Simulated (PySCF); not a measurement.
1,1-dibromo-1-chloroethane (C2H3Br2Cl), SMILES CC(Cl)(Br)Br.

The structure is a stationary point at B3LYP-D3(BJ)/def2-SVP.

Two levels are set side by side: PBE/def2-TZVP (PySCF) and r2SCAN/def2-TZVP (PySCF). Same geometry, gas phase. Differences are taken from unrounded values.

```json
[
 {"quantity": "orbital gap (eV)", "r2SCAN": "4.55"},
 {"quantity": "highest occupied level (eV)", "r2SCAN": "-7.14"},
 {"quantity": "lowest empty level (eV)", "r2SCAN": "-2.59"},
 {"quantity": "dipole moment (D)", "r2SCAN": "1.83"},
 {"quantity": "mean polarisability (bohr³)", "r2SCAN": "77.4"}
]
```

Q: What does PBE give, and how far is it from r2SCAN? (The exact figures need the calculation; the answer reports its results.)

A: 
```json
[
 {"quantity": "orbital gap (eV)", "PBE": "4.13", "PBE minus r2SCAN": "-0.41"},
 {"quantity": "highest occupied level (eV)", "PBE": "-6.80", "PBE minus r2SCAN": "0.34"},
 {"quantity": "lowest empty level (eV)", "PBE": "-2.66", "PBE minus r2SCAN": "-0.07"},
 {"quantity": "dipole moment (D)", "PBE": "1.71", "PBE minus r2SCAN": "-0.12"},
 {"quantity": "mean polarisability (bohr³)", "PBE": "79.2", "PBE minus r2SCAN": "1.8"}
]
```

Rough cost on one machine, each run with all the roots and properties that it gave: r2SCAN against PBE about 3 times.
